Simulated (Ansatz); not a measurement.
Al9P10H26⁺, a nanocrystal cut from wurtzite AlP (hydrogen-capped). Total charge 1; singlet. Geometry PBE-D4/def2-SVP, basis def2-TZVP, Ansatz.

```xyz
45

P     1.440   -3.723    0.863
Al    2.022   -3.097    3.209
P     0.526   -2.707   -2.911
Al   -1.674   -2.363   -3.935
Al    0.944   -1.960   -0.665
P    -1.014   -0.921    0.195
P     1.511   -0.720    2.980
Al   -0.794   -0.250    2.539
P    -2.045    0.011   -3.448
Al   -1.720    0.854   -1.221
P    -3.702    1.715   -0.213
P    -1.169    2.111    2.420
Al   -3.504    2.729    2.061
P     2.575   -0.264   -0.610
Al    3.158    0.372    1.645
Al    1.805    1.240   -2.365
P     0.051    2.403   -1.138
P     2.506    2.706    1.681
Al    0.278    3.413    1.044
H     0.347   -4.642    0.784
H     2.457   -4.527    0.260
H     0.923   -3.811    4.119
H     3.609   -3.277    3.248
H     0.719   -4.126   -2.889
H     1.637   -2.334   -3.726
H    -2.638   -3.063   -2.863
H    -1.597   -2.600   -5.506
H    -2.045   -1.912    0.118
H     1.723   -0.201    4.300
H    -1.832   -1.056    3.437
H    -3.424    0.252   -3.756
H    -1.440    0.919   -4.369
H    -4.673    0.667   -0.275
H    -4.287    2.623   -1.150
H    -0.901    2.571    3.752
H    -4.455    1.849    2.992
H    -3.580    4.297    1.767
H     3.738   -0.908   -1.144
H     4.688    0.132    2.001
H     0.960    0.250   -3.335
H     2.948    2.219   -2.885
H    -0.389    3.453   -2.007
H     2.760    3.206    2.997
H     3.471    3.477    0.959
H     0.085    4.991    1.040
```

| run | HOMO (eV) | LUMO (eV) |
| --- | --- | --- |
| A | -9.03 | -5.39 |
| B | -8.97 | -5.24 |
| C | -9.99 | -4.51 |
| D | -8.82 | -5.03 |
| E | -9.60 | -4.86 |
| F | -9.23 | -5.12 |

Single mean-field runs in def2-TZVP are fitted with def2-universal-jkfit.

Question: The runs used BLYP, LDA (SPW92), PBE, PBE0, r2SCAN, r2SCANh. Estimate which is which.

Answer: A LDA (SPW92) (0 % exact exchange); B PBE (0 % exact exchange); C PBE0 (25 % exact exchange); D BLYP (0 % exact exchange); E r2SCANh (10 % exact exchange); F r2SCAN (0 % exact exchange). Exact exchange lowers occupied and raises empty levels; among semilocal functionals meta-GGAs tend to open the gap a little, and such runs are hard to tell apart. The gap grows from 3.64 eV (LDA (SPW92)) to 5.48 eV (PBE0).
